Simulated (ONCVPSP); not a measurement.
# Configuration tests for Sr (Z = 38) (ONCV)

- Element: strontium
- Generator: ONCVPSP 4.0.1
- Type: optimised norm-conserving Vanderbilt (ONCV)
- Functional: PBEsol
- Relativity: scalar-relativistic
- Frozen core: [Ar] 3d10
- Valence charge: 10
- Reference configuration: 4s2 4p6 5s2
- Partial waves: 4s+5s: rc 2.60 bohr, ncon 3, nbas 6, qcut 4.5 1/bohr, 2 projectors; 4p: rc 2.25 bohr, ncon 5, nbas 9, qcut 6.6 1/bohr, 2 projectors, debl 3.3 Ha; d scattering state at 0.32 Ha: rc 2.55 bohr, ncon 5, nbas 8, qcut 4 1/bohr, 2 projectors, debl 0.3 Ha
- Local potential: polynomial inside 2.05 bohr (lpopt 5, dvloc0 6 Ha)
- Core correction: polynomial model core, fcfact 0.4

In the d channel the program set the typed energies aside and used 0.050, 0.350 Ha.

Energies are relative to the spin-unpolarised reference configuration 4s2 4p6 5s2; without spin polarisation the order of configurations can differ from experiment.

```csv
valence configuration,charge,ΔE all-electron (eV),error AE − PS (meV)
4s2 4p6 5s0,+2,16.791,-5.6
4s2 4p6 5s1.5,+0.5,2.346,-0.2
4s2 4p6 4d0.5 5s1.5,0,1.149,-1.9
```

(1) What are ΔE and the potential's error for 4s2 4p6 5s1?

Results:

(1) ΔE = 5.896 eV all-electron; the error (AE − PS) is -0.8 meV.
